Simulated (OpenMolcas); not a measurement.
Computed transition rates of Cu⁵⁺

```json
{
 "Program": "OpenMolcas",
 "Method": "MS-CASPT2, IPEA 0.25 Eh, imaginary shift 0.1 Eh (closed shells correlated: 3s 3p)",
 "Basis": "ANO-RCC-VTZP [6s5p3d2f1g]",
 "Scalar Hamiltonian": "DKH2, point nucleus",
 "Active space": "6 electrons in 10 orbitals (3d 4d)",
 "State averaging": "2S+1 = 5 even, 5 roots; 2S+1 = 3 even, 45 roots; 2S+1 = 1 even, 44 roots",
 "Spin-orbit coupling": "RASSI with atomic mean-field integrals over the reference wave functions, term energies averaged over their components"
}
```

Rates come from the transition moments of the reference wave functions (E1 and E2 in the length form). At fixed line strength A goes as λ^-3 for E1 and M1 and as λ^-5 for E2, so a rate at the computed wavelength can be rescaled to the measured one. Measured vacuum wavelengths follow from level energies in Sugar and Musgrove, J. Phys. Chem. Ref. Data 19, 527 (1990). Branching counts decays inside the model space alone, at computed energies, and the table is only a selection of the E2 and M1 lines, drawn from those between levels with measured partners whose computed energy lies within a factor of 1.5 of the measured one.

```tsv
Upper	Lower	Type	λ computed (nm)	λ measured (nm)	A computed (s-1)	A rescaled (s-1)	Branching %
3d⁶ ⁵D₀	3d⁶ ⁵D₁	M1	43970	41020	1.90e-03	2.34e-03	100.0
3d⁶ ³H₅	3d⁶ ³H₆	M1	22120	16900	2.35e-03	5.27e-03	82.8
3d⁶ ⁵D₁	3d⁶ ⁵D₂	M1	21400	19890	9.63e-03	1.20e-02	100.0
3d⁶ ⁵D₂	3d⁶ ⁵D₃	M1	13580	12640	2.59e-02	3.21e-02	100.0
3d⁶ ⁵D₃	3d⁶ ⁵D₄	M1	9049	8363	4.69e-02	5.94e-02	100.0
3d⁶ ³G₄	3d⁶ ³F₄(1)	M1	1742	1750	3.43e-01		45.6
3d⁶ ³G₅	3d⁶ ³H₆	M1	1440	1437	3.64e-01		47.7
3d⁶ ³G₃	3d⁶ ³H₄	M1	1310	1312	3.97e-01		37.8
3d⁶ ¹G₄(1)	3d⁶ ³F₄(1)	M1	640.6	673.1	2.64e+00		44.1
3d⁶ ¹I₆	3d⁶ ³H₅	M1	625.7	649.5	5.68e-01		38.7
3d⁶ ¹I₆	3d⁶ ³H₆	M1	608.5	625.5	8.96e-01		61.0
3d⁶ ¹S₀	3d⁶ ³P₁(1)	M1	458.7	473.9	1.22e+01		100.0
3d⁶ ¹D₂	3d⁶ ³F₃(1)	M1	447.7	466.2	2.36e+00		40.3
3d⁶ ³P₂(1)	3d⁶ ⁵D₃	M1	347.4	356	4.40e+00		90.1
3d⁶ ³H₆	3d⁶ ⁵D₄	E2	318.9	328.8	4.17e-05		100.0
3d⁶ ³P₁(1)	3d⁶ ⁵D₂	M1	318.8	325.8	5.44e+00		74.2
3d⁶ ³H₄	3d⁶ ⁵D₄	M1	312.4	319.6	4.78e-01		85.5
3d⁶ ³P₀(1)	3d⁶ ⁵D₁	M1	311.2	318.7	7.14e+00		98.6
3d⁶ ³F₂(1)	3d⁶ ⁵D₂	M1	306.4	314.9	9.83e-01		56.8
3d⁶ ³F₃(1)	3d⁶ ⁵D₃	M1	303.4	311.5	2.43e+00		65.4
3d⁶ ³F₄(1)	3d⁶ ⁵D₄	M1	297.9	305.3	4.11e+00		83.9
3d⁶ ³D₁	3d⁶ ⁵D₁	M1	220.6	225.4	1.41e+00		40.6
3d⁶ ³D₂	3d⁶ ⁵D₂	M1	218.5	223.6	1.05e+00		38.8
3d⁶ ³D₃	3d⁶ ⁵D₄	M1	208.3	212.2	2.17e+00		55.3
3d⁶ ³P₀(2)	3d⁶ ⁵D₁	M1	135.1	138.5	5.25e+00		47.3
```

Spin-changing lines and M1 lines between different terms are not rescaled, since their strength hangs on the term gaps too.

The largest correction is for 3d⁶ ³H₅ → 3d⁶ ³H₆ (M1): 2.35e-03 × (22120 / 16900)^3 = 5.27e-03 s-1, a factor of 2.24.

The computed order of these levels differs from the measured one in 2 places, and where term gaps are wrong the rates of spin-changing lines can be off by large factors.

These are rates of the free ion; in crystals, glasses and complexes forced electric-dipole and non-radiative decay shorten such lifetimes by orders of magnitude. No measured rate stands beside these. Rescaling mends the energy factor alone: line strengths can still be far off where a level mixes with configurations outside the active space, and weak or spin-changing lines hang on small mixing coefficients that depend on the term gaps too, so rescaling need not improve them.

CASPT2 breaks the degeneracy within a term, and the mean is taken; among the terms shown or strongly mixed into the levels shown the widest spread is 1100 cm-1 (3d⁶ ¹I). Active for correlation alone: 4d; no level in the range computed is led by a configuration that fills it, so any true level of that kind is missing. The CASPT2 spread within a term exceeds the gap to the next term for 3d⁶ ¹I and 3d⁶ ³D, so the order of their levels is uncertain. Measured partners are found by configuration, term and J. A level has none where our copy of the source lacks it or the pairing is in doubt (some pairs that miss far off the trend of their configuration count as doubtful). Only configurations of the active space appear.

A number in round brackets counts repeated terms of one configuration in the order of the reference energies.
